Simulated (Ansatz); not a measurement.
`N[Si](F)(Cl)Br` + H₂O → `N[Si](O)(F)Cl` + HBr  (formal hydrolysis of the Si–Br bond)

Calculated with Ansatz (gas phase, PBE0-D4/def2-TZVP geometries, no zero-point term in ΔE). CCSD(T)/CBS adds triple-zeta CCSD(T) − MP2 to the extrapolated MP2 energy (def2 sets, frozen cores). This one scheme is used for every species. DFT in def2-TZVPP. B3LYP here is the variant with VWN-RPA as its local correlation; programs differ in this. For Br outer-core shells are correlated without core-valence functions, which leaves a few kJ/mol of doubt a bond. Scalar relativity is left out up to krypton. Each species was taken in one conformer, which may not be the lowest.

| level | ΔE (kJ/mol) | difference from CCSD(T)/CBS |
| --- | --- | --- |
| LDA (SPW92) | -24.3 | -4.5 |
| revPBE-D4 | -13.5 | 6.3 |
| BHLYP-D4 | -26.5 | -6.7 |
| CAM-B3LYP-D4 | -30.9 | -11.1 |
| BLYP | -29.2 | -9.4 |
| B3LYP | -30.0 | -10.2 |
| r2SCAN0 | -25.2 | -5.4 |
| HF/def2-SVP | -33.3 | -13.5 |
| HF/CBS(def2) | -38.3 | -18.5 |
| MP2/CBS(def2) | -12.9 | 6.9 |
| CCSD(T)/CBS | -19.8 | 0 |

Largest T1 diagnostic among the species: 0.010.

The D4 term adds +5.6 kJ/mol with B3LYP and +2.9 kJ/mol with PBE0; it sums over pairs of atoms, weighted by their polarisabilities, and B3LYP, whose exchange is more repulsive, gets the larger term. In def2-TZVPP, CCSD(T) changes the Hartree–Fock value by +9.4 kJ/mol (the triples alone add +2.1 kJ/mol) and MP2 by +16.2 kJ/mol. Leaving LDA and LC-ωPBE aside and taking each functional with its dispersion term where it has one, the values spread over 17.3 kJ/mol, from CAM-B3LYP-D4 to revPBE-D4. LDA lies −6.2 kJ/mol from PBE without D4.
